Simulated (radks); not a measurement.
The table gives one normalised radial function P(r) = r R(r) of H in 1s1 (r in bohr). Method: scalar-relativistic Kohn-Sham, PBEsol, spin-unpolarised, spherical densities, point nucleus; without spin polarisation the odd electron is poorly described; computed with a radial shooting solver on a logarithmic mesh with Libxc functionals.

| r | P |
|---|---|
| 0.05441 | 0.0969 |
| 0.06335 | 0.1118 |
| 0.07375 | 0.1288 |
| 0.08654 | 0.1492 |
| 0.1007 | 0.1712 |
| 0.1173 | 0.1961 |
| 0.1376 | 0.2254 |
| 0.1602 | 0.2565 |
| 0.1865 | 0.2908 |
| 0.2189 | 0.3303 |
| 0.2548 | 0.3709 |
| 0.2967 | 0.4141 |
| 0.3482 | 0.4615 |
| 0.4053 | 0.5074 |
| 0.4718 | 0.5528 |
| 0.5537 | 0.5981 |
| 0.6446 | 0.6366 |
| 0.7504 | 0.6681 |
| 0.8806 | 0.6909 |
| 1.025 | 0.6998 |
| 1.193 | 0.6939 |
| 1.401 | 0.6700 |
| 1.63 | 0.6297 |
| 1.898 | 0.5729 |
| 2.228 | 0.4984 |
| 2.593 | 0.4179 |
| 3.019 | 0.3341 |
| 3.543 | 0.2490 |
| 4.124 | 0.1769 |
| 4.801 | 0.1170 |
| 5.634 | 0.0692 |
| 6.559 | 0.0379 |

Which n and l does it have? It may be an empty orbital.

Answer. n = 1, l = 0: the number of nodes gives n - l - 1 = 0, the rise at small r (about r^(l+1)) gives l, and the extent must fit the shell. The curve is that of 1s. 1s: eigenvalue -6.332 eV, 0 radial nodes, <r> = 1.65 bohr, 90 % of the charge inside 2.98 bohr.
